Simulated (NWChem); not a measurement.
All runs are NWChem calculations. System: CClF, charge 0, spin multiplicity 1, at a geometry optimised with B3LYP/def2-SVP. The structure started from a generated list of species. Level: CCSD(T)/def2-TZVP, 7 core orbitals frozen.

Part of the output:

```
             Northwest Computational Chemistry Package (NWChem) 7.3.0
             --------------------------------------------------------

                                NWChem Input Module
                                -------------------

 Scaling coordinates for geometry "geometry" by  1.889725989
 (inverse scale =  0.529177249)

 Turning off AUTOSYM since
 SYMMETRY directive was detected!

                             Geometry "geometry" -> ""
                             -------------------------

 Output coordinates in angstroms (scale by  1.889725989 to convert to a.u.)

  No.       Tag          Charge          X              Y              Z
 ---- ---------------- ---------- -------------- -------------- --------------
    1 F                    9.0000     0.25268000    -1.47384100     0.00000000
    2 C                    6.0000    -0.68535100    -0.58565500     0.00000000
    3 Cl                  17.0000     0.10811700     0.98697000     0.00000000

 Effective nuclear repulsion energy (a.u.)      85.6081254425

            Nuclear Dipole moment (a.u.)
            ----------------------------
        X                 Y               Z
 ---------------- ---------------- ----------------
     0.0000056692    -0.0000170075     0.0000000000

      Symmetry information
      --------------------

 Group name             Cs
 Group number              2
 Group order               2
 No. of unique centers     3

      Symmetry unique atoms

     1    2    3


 Summary of "ao basis" -> "" (spherical)
 ------------------------------------------------------------------------------
       Tag                 Description            Shells   Functions and Types
 ---------------- ------------------------------  ------  ---------------------
 *                         def2-tzvp                  on all atoms

 Summary of "ao basis" -> "ao basis" (spherical)
 ------------------------------------------------------------------------------
       Tag                 Description            Shells   Functions and Types
 ---------------- ------------------------------  ------  ---------------------
 F                         def2-tzvp                11       31   5s3p2d1f
 C                         def2-tzvp                11       31   5s3p2d1f
 Cl                        def2-tzvp                13       37   5s5p2d1f

                                 NWChem SCF Module
                                 -----------------
[...]
      Symmetry adaption is : on
         Schwarz screening : 0.10D-09

          Correlation Information
          -----------------------
          Calculation type : Coupled-cluster singles & doubles w/ perturbation
   Perturbative correction : (T)
            Max iterations :      100
        Residual threshold : 0.10D-05
     T(0) DIIS level shift : 0.00D+00
     L(0) DIIS level shift : 0.00D+00
     T(1) DIIS level shift : 0.00D+00
     L(1) DIIS level shift : 0.00D+00
     T(R) DIIS level shift : 0.00D+00
     T(I) DIIS level shift : 0.00D+00
   CC-T/L Amplitude update :  5-th order DIIS
                I/O scheme : Global Array Library
        L-threshold :  0.10D-05
        EOM-threshold :  0.10D-05
 no EOMCCSD initial starts read in
 TCE RESTART OPTIONS
 SLICE:      F
 D4D5:       F
 quantumc:   F
 qrotation:  F
 pwtce:      F
 qducc:      F
 nacto:                         0
 nrotv:                         0
 nrot:                          0

            Memory Information
            ------------------
          Available GA space size is     249026999 doubles
          Available MA space size is     104850196 doubles

 Maximum block size supplied by input
 Maximum block size        24 doubles

 tile_dim =     18

 -------------------------------------------------
   1    alpha     a'     7 doubles       0       1
   2    alpha     a"     2 doubles       7       2
   3    beta      a'     7 doubles       9       1
   4    beta      a"     2 doubles      16       2
   5    alpha     a'    18 doubles      18       5
   6    alpha     a'    18 doubles      36       6
   7    alpha     a'    18 doubles      54       7
   8    alpha     a"    14 doubles      72       8
   9    alpha     a"    15 doubles      86       9
  10    beta      a'    18 doubles     101       5
  11    beta      a'    18 doubles     119       6
  12    beta      a'    18 doubles     137       7
  13    beta      a"    14 doubles     155       8
  14    beta      a"    15 doubles     169       9

 Global array virtual files algorithm will be used

 Parallel file system coherency ......... OK

 4-electron integrals stored in orbital form

 v2    file size   =          7106314
 4-index algorithm nr.  13 is used
 imaxsize =       30
 imaxsize ichop =        0


CCSD iterations
 ---------------------------------------------------------
 Iter          Residuum       Correlation     Cpu    Wall
 ---------------------------------------------------------
    1   0.2032071982574  -0.5679979081990     0.3     0.3
    2   0.0503402206346  -0.5797194284196     0.3     0.3
    3   0.0188071503681  -0.5904044964023     0.3     0.3
    4   0.0098296149701  -0.5915975344953     0.3     0.3
    5   0.0050127724824  -0.5928119308934     0.3     0.3
    6   0.0024241439402  -0.5933177365986     0.3     0.3
    7   0.0012896457405  -0.5934242768843     0.3     0.3
    8   0.0007928349042  -0.5934462925918     0.3     0.3
    9   0.0005141787740  -0.5934524879229     0.3     0.3
   10   0.0003336011497  -0.5934693628842     0.3     0.3
   11   0.0000660824134  -0.5934903859352     0.3     0.3
   12   0.0000324313208  -0.5934927831921     0.3     0.3
   13   0.0000229338648  -0.5934939556749     0.3     0.3
   14   0.0000144971742  -0.5934940785179     0.3     0.3
   15   0.0000104515065  -0.5934941800533     0.3     0.3
   16   0.0000022815041  -0.5934941336477     0.3     0.3
   17   0.0000010948461  -0.5934942881562     0.3     0.3
   18   0.0000006665893  -0.5934942978184     0.3     0.3
 -----------------------------------------------------------------
 Iterations converged
 CCSD correlation energy / hartree =        -0.593494297818368
 CCSD total energy / hartree       =      -597.368675874003657

 Singles contributions

 Doubles contributions
 CCSD(T)
 Using plain CCSD(T) code
             total no. of tasks          295
 total no. of tasks / no. procs          295
                         wl_min        21952           5.3
                         wl_max      2000376          11.2
        thresh for no. of tasks          295

 CCSD[T]  correction energy / hartree =        -0.027555574635975
 CCSD[T] correlation energy / hartree =        -0.621049872454343
 CCSD[T] total energy / hartree       =      -597.396231448639583
 CCSD(T)  correction energy / hartree =        -0.025800245119144
 CCSD(T) correlation energy / hartree =        -0.619294542937512
 CCSD(T) total energy / hartree       =      -597.394476119122828

 Task  times  cpu:       26.2s     wall:       26.2s

 Total times  cpu:       26.2s     wall:       26.2s
```

### Question
Write an NWChem input that would produce this output.

### Answer
One answer among several that fit: 
```
start mol
memory heap 100 mb stack 700 mb global 1900 mb
geometry units angstroms nocenter noautoz
  F      0.252680    -1.473841     0.000000
  C     -0.685351    -0.585655     0.000000
  Cl     0.108117     0.986970     0.000000
  symmetry group Cs
end
basis spherical
  * library def2-tzvp
end
scf
  rhf
  nopen 0
  maxiter 100
  thresh 1e-7
  semidirect memsize 60000000 filesize 0
end
tce
  freeze core 7
  ccsd(t)
  2eorb
  2emet 13
  thresh 1e-6
  maxiter 100
  tilesize 24
end
task tce energy
```
